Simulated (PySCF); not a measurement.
SMILES c1cc(-c2ccncc2)ccn1, singlet at its GFN2-xTB optimised geometry (Å):

```
20

C     -0.1596    -2.5292     0.0000
C     -0.9251    -1.3751    -0.0024
C     -0.2767    -0.1413     0.0008
C     -1.0351     1.1175     0.0023
C     -0.6271     2.2050     0.7728
C     -1.3816     3.3657     0.7381
N     -2.4735     3.5057     0.0062
C     -2.8613     2.4769    -0.7276
C     -2.1882     1.2672    -0.7662
C      1.1171    -0.1445     0.0031
C      1.7799    -1.3604     0.0000
N      1.1623    -2.5292     0.0000
H     -0.6263    -3.5057     0.0021
H     -2.0029    -1.4311     0.0138
H      0.2483     2.1377     1.4006
H     -1.0995     4.2298     1.3255
H     -3.7580     2.6330    -1.3133
H     -2.5391     0.4634    -1.3954
H      1.6701     0.7823    -0.0129
H      2.8613    -1.4040    -0.0021
```

Method: CAM-B3LYP/def2-SVP run with PySCF. Cells within 0.4 Å of a nucleus heavier than hydrogen are left out (blank, or x).

Map of the deformation density (molecule minus spherical neutral atoms) (e/bohr³) on the plane z = 0.0 Å:

```
|22222222222222222222222222222|
|22222222222222222222222222222|
|22222222222222222222222222222|
|22222222222222222222222222222|
|22222223421112222222222222222|
|22222225x32112222222222222222|
|22222213xx4111222222222222222|
|22222113531122222222222222222|
|22222112200011122222222222222|
|22222111100022112222222222222|
|22222212211253111222222222222|
|22222222125xx2111111222222222|
|22222222124xx3111451122222222|
|22222222111177222872122222222|
|2222222221113xx8xx31122222222|
|2222222221114xx6xx41112222222|
|22222222122277101872321222222|
|22222222139xx30003xx941222222|
|222222221264x71016x4521222222|
|22222222112159444841111222222|
|2222222221111xx9xx41122222222|
|22222222221149423942222222222|
|22222222222148312332222222222|
|22222222222112112222222222222|
|22222222222211222222222222222|
|22222222222222222222222222222|
|22222222222222222222222222222|
|22222222222222222222222222222|
|22222222222222222222222222222|
```
Scale: ten equal steps from -0.032 (start of '0') to 0.105 (end of '9'), in the order '0123456789'; x runs from -6.00 to 6.00, y from -6.00 (bottom) to 6.00 (top).
